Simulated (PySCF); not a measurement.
Working out the excitation energy of O

O [He] 2s2 2p4 (3P) → O [He] 2s1 2p5 (3P). Calculation: PySCF 2.14, in aug-cc-pwCVTZ (7s6p4d2f, 59 functions); no relativity, point nucleus. Frozen: nothing. Energies in hartree (1 hartree = 27.21139 eV):

```json
{"part": "UHF", "O (lower)": "-74.813062", "O (upper)": "-74.193032"}
{"part": "MP2 opposite-spin", "O (lower)": "-0.158229", "O (upper)": "-0.185344"}
{"part": "MP2 same-spin", "O (lower)": "-0.043814", "O (upper)": "-0.049570"}
```

Question: What does Hartree-Fock give?

Answer: (-74.193032) − (-74.813062) = 0.620030 hartree = 16.872 eV.

Question: What do MP2 and SCS-MP2 (6/5 opposite-spin, 1/3 same-spin) give?

Answer: The opposite-spin parts differ by -0.738 eV and the same-spin parts by -0.157 eV. MP2: 16.872 + (-0.738) + (-0.157) = 15.977 eV. SCS-MP2: 16.872 + 1.2 × (-0.738) + (-0.157)/3 = 15.934 eV.

The upper state lies above the first ionisation limit, where it may autoionise and the basis confines it.
